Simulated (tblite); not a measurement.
A geometry optimisation, step by step.

Compound: C4H8AlClO3.
Numbering: `[CH2:1]=[C:2]([O:3][CH:4]=[O:5])[O+:6]([CH3:7])[AlH2-:8][Cl:9]` (hydrogens: H10, H11 on C1; H12 on C4; H13, H14, H15 on C7; H16, H17 on Al8)
Bond orders are those of one Lewis drawing.

Computed with GFN2-xTB (tblite), gas phase: L-BFGS steps from a force-field or distance-geometry start until the largest atomic force falls under 0.01 eV/Å. 9 of its 191 geometries are shown.

Step 0: E = -829.9097 eV, largest atomic force 4.905 eV/Å
```
atom  x, y, z in Å  |  force x, y, z in eV/Å
C1     -0.368   -0.866   -1.662   -0.503   0.360   0.608
C2     -0.564   -0.318   -0.454   -0.030  -0.317  -1.546
O3     -1.746    0.353   -0.148   -0.316   0.820   0.418
C4     -2.187    1.473   -0.847    3.706   0.660  -3.144
O5     -1.521    1.945   -1.784   -1.960  -1.522   2.669
O6      0.430   -0.433    0.528   -0.854   0.426   0.367
C7      0.675   -1.732    1.085    1.052  -0.011  -0.102
Al8     1.431    1.055    1.104    0.979   2.392  -0.329
Cl9     2.186    2.231   -0.599   -0.643  -1.153   1.067
H10    -1.128   -0.797   -2.431    0.244   0.059   0.197
H11     0.535   -1.392   -1.905    0.040   0.039   0.028
H12    -3.117    1.975   -0.597   -0.144  -0.757   0.809
H13     1.493   -1.587    1.847   -0.678   0.017  -0.635
H14     1.087   -2.360    0.264   -0.480  -0.011   0.652
H15    -0.198   -2.152    1.592    0.033   0.044  -0.319
H16     2.595    0.629    2.103   -0.379  -0.506  -0.414
H17     0.389    1.990    1.895   -0.065  -0.540  -0.327
```

Step 24: E = -830.9313 eV, largest atomic force 0.306 eV/Å
```
atom  x, y, z in Å  |  force x, y, z in eV/Å
C1     -0.325   -0.841   -1.665   -0.013   0.010   0.009
C2     -0.451   -0.278   -0.478    0.098   0.018  -0.004
O3     -1.533    0.468   -0.057    0.083  -0.020  -0.046
C4     -2.032    1.444   -0.842    0.067   0.022  -0.022
O5     -1.630    1.782   -1.906   -0.066  -0.122   0.058
O6      0.494   -0.376    0.519   -0.051  -0.002   0.113
C7      0.680   -1.678    1.067   -0.028  -0.001  -0.041
Al8     1.365    1.272    1.132    0.229  -0.182  -0.089
Cl9     2.007    2.051   -0.651   -0.055   0.005   0.106
H10    -1.088   -0.744   -2.413    0.016   0.030  -0.060
H11     0.569   -1.383   -1.916   -0.047  -0.007  -0.017
H12    -2.896    1.877   -0.316    0.029   0.026   0.041
H13     1.450   -1.583    1.833   -0.093   0.084  -0.018
H14     1.033   -2.368    0.299   -0.070  -0.044  -0.019
H15    -0.253   -2.032    1.509    0.045  -0.057   0.002
H16     2.372    0.420    1.987   -0.030   0.171  -0.050
H17     0.230    1.981    1.887   -0.114   0.070   0.038
```

Step 48: E = -831.0026 eV, largest atomic force 0.141 eV/Å
```
atom  x, y, z in Å  |  force x, y, z in eV/Å
C1     -0.246   -0.789   -1.701   -0.040  -0.050  -0.006
C2     -0.319   -0.250   -0.498    0.024   0.027  -0.073
O3     -1.250    0.650   -0.035    0.027  -0.024   0.039
C4     -1.990    1.434   -0.831    0.013  -0.026   0.082
O5     -2.040    1.415   -2.017   -0.036  -0.015  -0.135
O6      0.586   -0.461    0.515   -0.048   0.022   0.024
C7      0.641   -1.764    1.080    0.007   0.022  -0.002
Al8     1.273    1.290    1.127   -0.016  -0.014   0.122
Cl9     1.818    2.127   -0.657   -0.033   0.052  -0.030
H10    -0.967   -0.561   -2.463    0.042  -0.015  -0.007
H11     0.571   -1.444   -1.947   -0.036  -0.012   0.001
H12    -2.567    2.103   -0.175   -0.022   0.043  -0.008
H13     1.375   -1.692    1.882   -0.036  -0.043  -0.026
H14     0.964   -2.502    0.341    0.007   0.072   0.018
H15    -0.333   -2.053    1.487    0.051   0.031  -0.002
H16     2.374    0.586    1.957    0.062  -0.068   0.027
H17     0.102    1.922    1.927    0.034  -0.001  -0.025
```

Step 71: E = -831.0515 eV, largest atomic force 0.066 eV/Å
```
atom  x, y, z in Å  |  force x, y, z in eV/Å
C1     -0.273   -0.839   -1.664    0.006  -0.002  -0.016
C2     -0.304   -0.178   -0.521    0.019  -0.001  -0.005
O3     -1.122    0.863   -0.152    0.004  -0.007  -0.051
C4     -2.028    1.424   -0.961    0.011   0.030  -0.049
O5     -2.308    1.094   -2.070   -0.015   0.009   0.044
O6      0.547   -0.394    0.536    0.024   0.010  -0.009
C7      0.636   -1.719    1.038   -0.014   0.029   0.006
Al8     1.333    1.270    1.260   -0.026  -0.028   0.010
Cl9     1.728    2.379   -0.414   -0.004  -0.004   0.021
H10    -0.930   -0.606   -2.480   -0.034  -0.002   0.036
H11     0.459   -1.612   -1.818   -0.016   0.012  -0.001
H12    -2.494    2.257   -0.413    0.025  -0.016   0.012
H13     1.367   -1.673    1.844    0.001  -0.012  -0.024
H14     0.973   -2.411    0.263    0.023   0.013   0.060
H15    -0.331   -2.041    1.433    0.009  -0.026  -0.007
H16     2.508    0.448    1.870    0.023  -0.005  -0.006
H17     0.235    1.752    2.239   -0.035   0.000  -0.021
```

Step 95: E = -831.0753 eV, largest atomic force 0.125 eV/Å
```
atom  x, y, z in Å  |  force x, y, z in eV/Å
C1     -0.403   -0.948   -1.670   -0.002  -0.057   0.010
C2     -0.260   -0.179   -0.606   -0.016   0.001   0.034
O3     -0.920    0.990   -0.314   -0.028   0.011   0.008
C4     -1.935    1.482   -1.027   -0.044   0.051  -0.105
O5     -2.446    0.995   -1.987    0.012   0.033   0.059
O6      0.614   -0.374    0.429    0.039   0.024   0.023
C7      0.708   -1.668    0.999    0.018  -0.007  -0.003
Al8     1.275    1.247    1.349   -0.033   0.019  -0.028
Cl9     1.678    2.642   -0.091    0.019   0.014   0.042
H10    -1.109   -0.711   -2.443    0.008  -0.011   0.007
H11     0.200   -1.828   -1.792    0.011  -0.025   0.005
H12    -2.238    2.434   -0.565    0.015  -0.019   0.014
H13     1.308   -1.532    1.898    0.001  -0.022  -0.001
H14     1.211   -2.363    0.325   -0.027  -0.019  -0.016
H15    -0.283   -2.038    1.270    0.018  -0.050  -0.040
H16     2.505    0.446    1.877    0.015   0.006  -0.008
H17     0.090    1.419    2.336   -0.006   0.053  -0.002
```

Step 119: E = -831.1196 eV, largest atomic force 0.116 eV/Å
```
atom  x, y, z in Å  |  force x, y, z in eV/Å
C1     -0.615   -1.106   -1.503    0.087   0.019   0.015
C2     -0.268   -0.222   -0.583   -0.051  -0.052  -0.060
O3     -0.691    1.076   -0.443    0.018  -0.021  -0.039
C4     -1.735    1.603   -1.093   -0.052  -0.027  -0.073
O5     -2.427    1.060   -1.896    0.057   0.067   0.075
O6      0.599   -0.409    0.449    0.003  -0.001  -0.004
C7      0.843   -1.737    0.873    0.007  -0.007   0.012
Al8     1.117    1.335    1.359   -0.057   0.029  -0.024
Cl9     1.593    3.006    0.270   -0.018  -0.105   0.019
H10    -1.305   -0.864   -2.286   -0.041   0.015   0.009
H11    -0.179   -2.087   -1.508   -0.032  -0.016  -0.014
H12    -1.847    2.637   -0.741   -0.013   0.055  -0.021
H13     1.284   -1.652    1.865    0.016   0.014  -0.029
H14     1.543   -2.243    0.203   -0.036   0.009   0.005
H15    -0.102   -2.287    0.927    0.091  -0.015   0.031
H16     2.361    0.542    1.874   -0.004   0.017   0.040
H17    -0.177    1.360    2.221    0.024   0.020   0.057
```

Step 142: E = -831.1552 eV, largest atomic force 0.150 eV/Å
```
atom  x, y, z in Å  |  force x, y, z in eV/Å
C1     -0.721   -1.140   -1.431   -0.027  -0.012   0.063
C2     -0.351   -0.249   -0.526    0.040  -0.128  -0.067
O3     -0.704    1.071   -0.436    0.039   0.029   0.025
C4     -1.655    1.671   -1.161   -0.027   0.012   0.023
O5     -2.379    1.158   -1.953    0.003  -0.001  -0.047
O6      0.519   -0.433    0.505    0.001  -0.013   0.068
C7      0.958   -1.745    0.805    0.069   0.069   0.011
Al8     0.992    1.328    1.434    0.024  -0.074   0.000
Cl9     1.624    2.854    0.224    0.009   0.032   0.008
H10    -1.407   -0.887   -2.212   -0.047   0.025  -0.027
H11    -0.352   -2.147   -1.402    0.001   0.003  -0.013
H12    -1.654    2.735   -0.883   -0.018  -0.020   0.003
H13     1.554   -1.632    1.710    0.007  -0.031   0.005
H14     1.591   -2.132    0.002   -0.065  -0.034   0.006
H15     0.115   -2.416    0.996    0.042   0.104  -0.061
H16     2.192    0.556    2.078   -0.060   0.002   0.016
H17    -0.331    1.419    2.239    0.007   0.038  -0.013
```

Step 166: E = -831.1824 eV, largest atomic force 0.020 eV/Å
```
atom  x, y, z in Å  |  force x, y, z in eV/Å
C1     -0.886   -1.195   -1.287    0.003   0.006   0.003
C2     -0.382   -0.264   -0.495   -0.002  -0.001   0.005
O3     -0.683    1.073   -0.457   -0.007   0.002   0.000
C4     -1.577    1.691   -1.236   -0.010   0.002  -0.003
O5     -2.258    1.201   -2.079    0.005  -0.005  -0.005
O6      0.563   -0.415    0.476   -0.004  -0.002   0.010
C7      1.115   -1.700    0.679    0.006   0.006  -0.004
Al8     0.901    1.309    1.513   -0.006   0.008   0.003
Cl9     1.781    2.730    0.327   -0.003  -0.017   0.005
H10    -1.631   -0.949   -2.019   -0.002   0.000   0.003
H11    -0.572   -2.219   -1.224   -0.004   0.004  -0.001
H12    -1.574    2.754   -0.954    0.003   0.004   0.001
H13     1.861   -1.570    1.462   -0.005  -0.001  -0.002
H14     1.591   -2.064   -0.234    0.005  -0.002   0.011
H15     0.347   -2.402    1.014    0.005   0.004  -0.011
H16     1.906    0.494    2.384   -0.001   0.001  -0.004
H17    -0.508    1.536    2.120    0.015  -0.007  -0.011
```

Step 190: E = -831.1835 eV, largest atomic force 0.009 eV/Å
```
atom  x, y, z in Å  |  force x, y, z in eV/Å
C1     -0.906   -1.196   -1.268    0.002  -0.002  -0.006
C2     -0.404   -0.264   -0.476   -0.002   0.004   0.008
O3     -0.724    1.069   -0.428    0.006  -0.005  -0.002
C4     -1.577    1.691   -1.248   -0.003  -0.002   0.006
O5     -2.210    1.206   -2.131    0.000   0.003  -0.006
O6      0.549   -0.411    0.488   -0.002   0.002  -0.002
C7      1.129   -1.688    0.665    0.003  -0.002  -0.002
Al8     0.903    1.301    1.526    0.005   0.003   0.000
Cl9     1.806    2.671    0.300    0.001   0.001  -0.001
H10    -1.660   -0.954   -1.991    0.002  -0.001   0.001
H11    -0.577   -2.215   -1.217   -0.002  -0.003   0.002
H12    -1.594    2.752   -0.957   -0.001   0.003   0.002
H13     1.866   -1.559    1.457    0.000   0.003  -0.001
H14     1.622   -2.020   -0.251   -0.002   0.000   0.002
H15     0.376   -2.415    0.977   -0.002  -0.001  -0.001
H16     1.894    0.483    2.410   -0.005   0.000  -0.003
H17    -0.498    1.562    2.132   -0.002   0.000   0.003
```

Problem. Summarise the path.

Solution. The energy falls by 29.37 kcal/mol from step 0 to step 190; nine tenths of that is first reached at step 78. It rises by more than 0.2 meV at step 98. The largest force goes from 4.905 to 0.009 eV/Å. Among the bonds Al8–Cl9 changes most, from 2.203 to 2.048 Å; the atoms move by 0.944 Å rms after alignment.

What follows is the cost of the whole relaxation. Time: 1.7 s. Hardware: one thread, Arm Neoverse V1 (aarch64), no GPU, shared host with 32 logical CPUs at a one-minute load of 10.
